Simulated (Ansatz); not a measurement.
Program: Ansatz. Geometries: PBE0-D4/def2-TZVP. ΔE: electronic, gas phase. CCSD(T)/CBS is the MP2 limit (def2-TZVPP, def2-QZVPP) plus CCSD(T) − MP2 in def2-TZVPP, frozen cores. DFT in def2-TZVPP. B3LYP here is the variant with VWN-RPA as its local correlation; programs differ in this. One conformer a species, not always the lowest.

Reaction (cleavage of the Al–P bond): `O[P]([AlH2])[SiH3]` + `C=CCO` → `C=CC[O][AlH2]` + `OP[SiH3]`

`O[P]([AlH2])[SiH3]`:

Z-matrix (Å, degrees):
```
Si
P 1 2.253
H 1 1.488 2 106.0
H 1 1.487 2 109.1 3 118.1
H 1 1.491 2 115.4 3 -120.6
Al 2 2.317 1 95.4 3 71.8
O 2 1.679 1 102.5 3 175.7
H 6 1.586 2 115.9 1 -61.1
H 6 1.583 2 120.9 1 122.7
H 7 0.961 2 109.1 1 109.0
```

`C=CCO`:

```xyz
10

C    -1.157   -0.150    1.027
C    -0.514   -0.393   -0.107
C     0.547    0.489   -0.673
O     1.767   -0.202   -0.867
H    -0.946    0.740    1.613
H    -1.920   -0.819    1.407
H    -0.733   -1.294   -0.677
H     0.681    1.371   -0.032
H     0.255    0.846   -1.666
H     2.020   -0.589   -0.025
```

`C=CC[O][AlH2]`:

```xyz
12

C     0.238    0.151    2.115
C    -0.578   -0.225    1.141
C    -0.130   -0.892   -0.117
O    -0.601   -0.199   -1.244
Al    0.157    0.864   -2.318
H    -0.131    0.622    3.019
H     1.310   -0.006    2.044
H    -1.648   -0.051    1.222
H     0.966   -0.974   -0.117
H    -0.532   -1.913   -0.154
H     1.721    1.087   -2.192
H    -0.771    1.538   -3.400
```

`OP[SiH3]`:

Cartesian coordinates in Å:
```
O -0.116 -1.523 1.106
P -1.016 -0.667 -0.004
Si 0.397 1.063 -0.349
H -0.707 -1.921 1.750
H -0.606 -1.328 -1.201
H -0.079 1.759 -1.575
H 1.805 0.624 -0.534
H 0.322 1.994 0.806
```

```tsv
level	ΔE (kJ/mol)
PBE0-D4	-78.4
ωB97X-V	-94.8
ωB97M-V	-95.6
B2PLYP	-100.6
B3LYP	-99.3
CCSD/def2-TZVPP	-98.9
HF/def2-QZVPP	-113.6
SCS-MP2/def2-QZVPP	-102.4
```

Task: What does CCSD(T)/CBS give? (An estimate is asked.)

Result: Ansatz gave: -92.5 kJ/mol. The listed levels differ from it by 14.1, -2.3, -3.1, -8.1, -6.8, -6.4, -21.1, -9.9 kJ/mol.

Largest T1 diagnostic among the species: 0.014.

In def2-TZVPP, CCSD(T) changes the Hartree–Fock value by +16.3 kJ/mol (the triples alone add +3.5 kJ/mol) and MP2 by +13.2 kJ/mol. From PBE to PBE0 (25 % exact exchange), in def2-TZVPP and without D4, ΔE moves by −3.5 kJ/mol.
